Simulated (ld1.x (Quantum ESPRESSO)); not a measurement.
# Te (Z = 52): one change to a TM potential, before and after

ld1.x (Quantum ESPRESSO) 7.5 input, shortened:

```
&input
   title='Te', zed=52., rel=2, dft='PBE', iswitch=3,
   config='[Kr] 4d10 5s2 5p4', rel_dist='average'
 /
 &inputp
   pseudotype=2, tm=.true., lloc=0,
   nlcc=.true., new_core_ps=.true., rcore=0.65
 /
2
5P  2  1   4.00   0.00  1.85  1.85  0.0
5S  1  0   2.00   0.00  1.35  1.35  0.0
 &test
   configts(1)='5s2 5p4'
 /
```

Open shells are filled in proportion to 2j + 1 (rel_dist='average').

Change: wave 5p (bound): rc 1.85 bohr becomes 5p (bound): rc 1.20 bohr.

Cutoffs: the cutoffs (Ry, on a coarse ladder) from which the occupation-weighted sum of valence levels, in a spherical-Bessel basis at the reference potential, stays within 10 and 1 mRy of its value at 400 Ry; they do not see the model core or the augmentation charge, which bear on the density cutoff. Errors are all-electron minus pseudo energies relative to the spin-unpolarised reference configuration.

Problem. What does the change do?

Solution. Both files keep a bound ghost (p); the number of tests that count goes from 7 to 6; of the 6 tests that both files solve, the error grows in 5 and shrinks in 0 by more than 15 % and 0.3 meV (median size 25.2 → 62.6 meV). That the errors move this way runs against the usual rule that smaller radii transfer better.

| quantity | base | changed |
| --- | --- | --- |
| cutoffs, loose and tight | 70 Ry, 200 Ry | not determined |
| bound ghosts | p1/2 | p1/2 |
| tests counted (converged, no solver errors) | 7 of 7 | 6 of 7 |
| error for 5s2 5p3, meV [ΔE 9.75 eV] | -2.0 | -18 |
| error for 5s2 5p2, meV [ΔE 27.70 eV] | -15 | -87 |
| error for 5s2 5p1, meV [ΔE 54.63 eV] | -53 | -208 |
| error for 5s2 5p0, meV [ΔE 91.14 eV] | -134 | -343 |
| error for 5s1 5p4, meV [ΔE 19.56 eV] | -28 | -38 |
| error for 5s1 5p5, meV [ΔE 9.22 eV] | -22 | -25 |

Changed file: Tests not counted: 5s0 5p6 (pseudo-atom not self-consistent, printed error +12.4 eV). A true bound ghost makes a file unfit for plane-wave use even where its test errors are small: the radial tests pick states by their node count and pass the ghost by. Where a test does run into it, the solver fails or the error is huge.
